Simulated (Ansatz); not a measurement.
`NC[Se][SiH3]` + `[OH][InH2]` → `NC[O][InH2]` + `[SiH3][SeH]`  (substitution at a C–Se bond)

Calculated with Ansatz (gas phase, PBE0-D4/def2-TZVP geometries, no zero-point term in ΔE). CCSD(T)/CBS adds triple-zeta CCSD(T) − MP2 to the extrapolated MP2 energy (def2 sets, frozen cores). DFT in def2-TZVPP. B3LYP here is the variant with VWN-RPA as its local correlation; programs differ in this. def2 core potentials past Kr. For In, Se outer-core shells are correlated without core-valence functions, which leaves a few kJ/mol of doubt a bond. Scalar relativity is left out up to krypton. Each species was taken in one conformer, which may not be the lowest.

Task: Is it downhill or uphill in electronic energy at CCSD(T)/CBS, and by how much? (Estimate.)

Result: The calculation gave: Uphill: ΔE = +0.23 eV.

Task: What do these levels give: r2SCAN-D4, PBE0-D4, B3LYP-D4, r2SCAN, PBE0, CCSD/CBS(def2)? (Best estimate.)

Result: The calculation gave: r2SCAN-D4 0.18, PBE0-D4 0.21, B3LYP-D4 0.18, r2SCAN 0.17, PBE0 0.18, CCSD/CBS(def2) 0.21 eV.

Largest T1 diagnostic among the species: 0.017.

The D4 term adds +0.07 eV with B3LYP and +0.04 eV with PBE0; it sums over pairs of atoms, weighted by their polarisabilities, and B3LYP, whose exchange is more repulsive, gets the larger term. In def2-TZVPP, CCSD(T) changes the Hartree–Fock value by +0.18 eV (the triples alone add +0.02 eV) and MP2 by +0.27 eV.
